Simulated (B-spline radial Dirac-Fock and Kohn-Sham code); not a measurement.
## Scattering functions of I³⁷⁺

System: iodine as I³⁷⁺, configuration 1s2 2s2 2p6 3s2 3p4.

Input of the calculation (task.json; shells as n, l, electrons):

```json
{"items": [{
  "Z": 53,
  "q": 37,
  "cfg": [[1, 0, 2], [2, 0, 2], [2, 1, 6], [3, 0, 2], [3, 1, 4]],
  "A": 127,
  "rrms": 4.75,
  "do": ["scatter"],
  "s": [0.0, 0.07, 0.09, 0.1, 0.12, 0.14, 0.17, 0.2, 0.23, 0.27, 0.32, 0.38, 0.45, 0.53, 0.63, 0.74, 0.87, 1.03, 1.21, 1.43, 1.69, 1.99, 2.35],
  "pz": [0, 0.1, 0.14, 0.21, 0.3, 0.42, 0.61, 0.87, 1.2, 1.8, 2.6, 3.7, 5.3, 7.6, 11.0, 16.0, 22.0, 32.0, 46.0, 66.0, 95.0],
  "hv_scatter": [1000, 5000, 8047.8, 10000, 20000, 30000, 100000, 200000]
}]}
```

Run with: `python xray_run.py task.json out`

Calculated with a radial atomic solver, using Dirac-Fock orbitals of the configuration average with a finite nucleus. f₀ is the Fourier transform of the spherical electron density, S the Waller-Hartree incoherent function, and s = sin θ/λ.

```tsv
s (Å⁻¹)	f₀	S
0	16.000	0.000
0.07	15.977	0.027
0.09	15.962	0.045
0.1	15.953	0.056
0.12	15.932	0.080
0.14	15.908	0.109
0.17	15.864	0.161
0.2	15.813	0.221
0.23	15.753	0.291
0.27	15.662	0.398
0.32	15.528	0.553
0.38	15.342	0.767
0.45	15.090	1.051
0.53	14.762	1.416
0.63	14.300	1.917
0.74	13.738	2.506
0.87	13.024	3.226
1.03	12.108	4.103
1.21	11.083	5.032
1.43	9.908	6.043
1.69	8.702	7.051
1.99	7.595	8.002
2.35	6.617	8.936
```

f₀ starts at the number of electrons, 16, and has fallen to half at s ≈ 1.88 Å⁻¹. The sum of ⟨r²⟩ over the electrons is 0.6415 bohr².
